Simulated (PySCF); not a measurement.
C3H7NOSi, SMILES C[C@H]1OC=N[SiH2]1.

Geometry: B3LYP-D3(BJ)/def2-SVP. The structure was generated by enumeration; whether it is a known compound was not checked. One conformer was computed; it need not be the lowest.

Vertical ionisation energy (IE) and electron affinity (EA) in eV. Rows of orbital energies are one-electron estimates. Where ΔSCF, EOM or ADC give a negative EA the extra electron is unbound and the value depends on the basis.

```json
[
 {"level": "−ε(HOMO), −ε(LUMO), PBE0/def2-TZVP (PySCF)", "IE": "…", "EA": "…"},
 {"level": "−ε(HOMO), −ε(LUMO), PBE/def2-TZVP (PySCF)", "IE": "6.24", "EA": "1.12"}
]
```

Some entries are withheld; supply them. (Estimate from the structure and the level; the computed values follow.)


- −ε(HOMO), −ε(LUMO), PBE0/def2-TZVP (PySCF), IE: 7.66
- −ε(HOMO), −ε(LUMO), PBE0/def2-TZVP (PySCF), EA: 0.05
